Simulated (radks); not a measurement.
The numbers below are computed, except where a source is named.
S, 16 electrons, occupied as [Ne] 3s2 3p4. Code: a radial shooting solver on a logarithmic mesh with Libxc functionals. Model: scalar-relativistic Kohn-Sham, r2SCAN, spin-unpolarised, spherical densities, finite nucleus; meta-GGA in the generalised Kohn-Sham scheme; Fermi nuclear charge, rms radius 3.2611 fm.

Local quantities along the radius. ELF = 1/(1 + alpha^2) is the electron localisation function; alpha = (tau - tau_W)/tau_unif compares the Pauli kinetic energy density with that of the uniform gas. tau is taken from the large components.

```
   r/bohr * ELF (the largest magnitude, 1, reaches the edge; | marks zero)
 0.007402 |                                                      *
 0.009485 |                                                      *
  0.01215 |                                                      *
  0.01558 |                                                      *
   0.0198 |                                                      *
  0.02537 |                                                      *
  0.03252 |                                                      *
  0.04134 |                                                      *
  0.05297 |                                                      *
  0.06788 |                                                     *
  0.08629 |                                                *
   0.1106 |                                *
   0.1417 |              *
   0.1816 |            *
   0.2308 |                         *
   0.2958 |                                        *
   0.3791 |                                              *
   0.4819 |                                              *
   0.6175 |                                   *
   0.7913 |       *
    1.006 |     *
    1.289 |                                 *
    1.652 |                                              *
    2.117 |                                            *
    2.691 |                                     *
    3.449 |                     *
    4.419 |     *
    5.618 |*
    7.199 *
```

On this mesh the ELF has minima near r = 0.16, 0.89 bohr, which separate the shells, and maxima near 0.43 (0.86), 1.9 (0.85).
